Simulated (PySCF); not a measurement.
## W⁶⁵⁺: ionisation energy

W⁶⁵⁺ [He] 2s2 2p5 (2P) → W⁶⁶⁺ [He] 2s2 2p4 (3P), as a difference of total energies. Computed with PySCF 2.14 in an even-tempered Gaussian basis (18 s from 43 bohr⁻², ratio 2.2; 13 p from 56 bohr⁻², ratio 2.2; 5 d from 220 bohr⁻², ratio 2.4; 5 f from 330 bohr⁻², ratio 2.4; 4 g from 490 bohr⁻², ratio 2.4), with scalar relativity by spin-free X2C-1e. Correlated levels: nothing frozen; virtual orbitals above 40 to 60 times the deepest correlated orbital energy dropped. The calculations carry no spin-orbit coupling.

```tsv
method	ionisation energy (eV)
UHF	16375.7
LDA	16369.2
PBE	16374.4
PBE0	16375.2
r2SCAN	16380.4
TPSSh	16375.0
B3LYP	16376.2
MP2 (all electrons)	16377.6
SCS-MP2 (all electrons)	16377.6
```

Spin-orbit coupling is strong in these open shells (close to jj coupling). The scalar numbers leave it out and a first-order estimate fails, so it can dominate the gap to the real levels.

For this ion Breit and QED terms and the two-electron picture change, all absent here, outweigh the differences among the correlated methods.

For comparison: 15896 ± 11 eV (semi-empirical (NIST evaluation); NIST Atomic Spectra Database, ionization energies).
